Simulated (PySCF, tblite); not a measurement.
Compound: C2H4F4OSi.
Z-matrix (Å and degrees, GFN2-xTB geometry), rows numbered from 1:
```
C 
O   1  1.4133
Si  2  1.5886  1  137.91
F   3  1.6030  2  113.24  1   -62.91
C   3  1.9513  2  111.13  1    51.54
F   5  1.3535  3  112.14  2   -46.50
F   5  1.3437  3  114.89  2  -167.72
F   5  1.3507  3  111.85  2    71.68
H   1  1.0902  2  109.89  3    70.49
H   1  1.0899  2  110.77  3   -50.44
H   1  1.0895  2  107.23  3  -170.19
H   3  1.4355  2  105.54  1   173.94
```

Theory: PBE0/pcSseg-1 in PySCF (dipole) on a GFN2-xTB geometry, gas phase.

Take the most abundant isotopes and a rigid rotor. The values belong to one conformer with, in the numbering `[CH3:1][O:2][Si@@H:3]([F:4])[C:5]([F:6])([F:7])[F:8]`, C1–O2–Si3–F4 -63°.

What are A, B and C (cm⁻¹)?

Ia = 221.42, Ib = 385.09, Ic = 472.20 u·Å²; 505379 MHz·u·Å²/I gives 2282, 1312 and 1070 MHz, that is A = 0.07613, B = 0.04378, C = 0.03570 cm⁻¹.

Classify the top.

An asymmetric top; Ray's κ = -0.601.

Is it planar, by Δ = Ic − Ia − Ib?

Not planar: Δ = Ic − Ia − Ib = -134.31 u·Å². For a rigid frame Δ = −2 Σ m c², so Σ m c² = 67.15 u·Å² lies off the ab plane: 6.18 from hydrogen and 60.98 from heavier atoms. The atom farthest from that plane is 1.92 Å away.

Give the other two planar moments, Paa and Pbb, and the rms extents of the mass along the axes.

Paa = Σ m a² = (Ib + Ic − Ia)/2 = 317.93 and Pbb = Σ m b² = (Ia + Ic − Ib)/2 = 154.27 u·Å². With the mass M = 148.00 u, the rms extents √(P/M) along a, b and c are 1.47, 1.02, 0.67 Å.

Give the coordinates in the principal-axis frame, origin at the centre of mass.

The sense of each axis is arbitrary; atoms in the order of the calculation.
```tsv
atom	mass (u)	a (Å)	b (Å)	c (Å)
C1	12.000	-2.365	1.317	-0.481
O2	15.995	-1.825	0.418	0.467
Si3	27.977	-0.633	-0.628	0.553
F4	18.998	-0.778	-1.840	-0.486
C5	12.000	1.056	0.185	0.007
F6	18.998	0.934	0.895	-1.139
F7	18.998	2.061	-0.683	-0.198
F8	18.998	1.511	1.063	0.927
H9	1.008	-2.855	0.763	-1.281
H10	1.008	-1.584	1.949	-0.904
H11	1.008	-3.096	1.935	0.041
H12	1.008	-0.614	-1.079	1.915
```

Which types of transition are allowed, and where do some lines up to J = 4 fall?

The dipole components are |μa| = 2.35 D, |μb| = 0.96 D, |μc| = 0.25 D. Intensities carry the squares of the components, which stand as 1.00 : 0.17 : 0.01 (a : b : c). Some lines, for components of 0.1 D or more:

```tsv
type	branch	J(Ka,Kc)	MHz	lower level (cm⁻¹)
c	Q	2(1,2) ← 2(0,2)	768	0.237
b	Q	1(1,0) ← 1(0,1)	1212	0.079
b	Q	4(1,3) ← 4(0,4)	2721	0.777
c	Q	2(2,1) ← 2(1,1)	2910	0.287
b	R	2(0,2) ← 1(1,1)	3755	0.112
b	R	3(1,2) ← 2(2,1)	4573	0.384
b	Q	4(3,1) ← 4(2,2)	5068	0.957
b	Q	3(3,0) ← 3(2,1)	5290	0.629
b	Q	4(3,2) ← 4(2,3)	5579	0.939
a	R	3(1,3) ← 2(1,2)	6762	0.263
a	R	3(2,2) ← 2(2,1)	7148	0.384
a	R	3(2,1) ← 2(2,0)	7301	0.385
b	R	2(2,1) ← 1(1,0)	7918	0.120
a	R	4(1,3) ← 3(1,2)	9921	0.537
b	R	3(2,2) ← 2(1,1)	10058	0.287
b	R	3(2,1) ← 2(1,2)	10977	0.263
b	R	4(2,3) ← 3(1,2)	12074	0.537
c	R	3(3,0) ← 2(2,0)	12591	0.385
c	R	4(2,2) ← 3(1,2)	12614	0.537
b	R	4(3,2) ← 3(2,1)	14885	0.629
b	R	4(3,1) ← 3(2,2)	15107	0.622
c	R	4(4,0) ← 3(3,0)	17173	0.805
```

Estimate the classical rotational partition function at 25 K, 298.15 K and 500 K.

Point group C1, symmetry number σ = 1; q = (√π/σ)·√((kT/h)³/(ABC)), k/h = 20836.6 MHz/K: 11800 at 25 K, 485000 at 298.15 K, 1050000 at 500 K.

Its lowest GFN2-xTB frequency is 15 cm⁻¹, too small to tell a flat minimum from a shallow saddle. These are rigid-rotor constants of the computed structure; measured ground-state constants (B0) also hold zero-point vibration. A rigid rotor knows nothing of internal rotation, which can split or shift real lines.
